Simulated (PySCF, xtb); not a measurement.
C2H8SiTe, SMILES CC[Te][SiH3].

Coordinates come from a B3LYP-D3(BJ)/def2-SVP optimisation. The structure was generated by enumeration, and PubChem lists no compound with its InChIKey, so it may never have been made. The def2 effective core potentials stand for the cores of Te; spin–orbit coupling is left out. Other conformers were not sampled.

Computed with C-PCM-M06-2X/def2-SVP (PySCF).

The values are the electrostatic part of the solvation free energy, E(continuum) − E(gas) at the gas-phase geometry, in a cavity of scaled van der Waals radii (PySCF's table); cavitation and dispersion terms are not included. In vacuum the orbital gap is 7.24 eV. The dipole moment in vacuum is 1.38 D.

Computed values in water (ε = 78.36), dimethylsulfoxide (ε = 46.83), acetonitrile (ε = 35.69):
```csv
solvent,ε,ΔG(elec) (kcal/mol),dipole (D),gap (eV)
water,78.36,-2.0,1.97,7.41
dimethylsulfoxide,46.83,-2.0,1.96,7.41
acetonitrile,35.69,-2.0,1.95,7.40
```

For comparison, GFN2-xTB/ALPB(water) (xtb, at the GFN2-xTB geometry, all terms of that model) gives -0.7 kcal/mol.
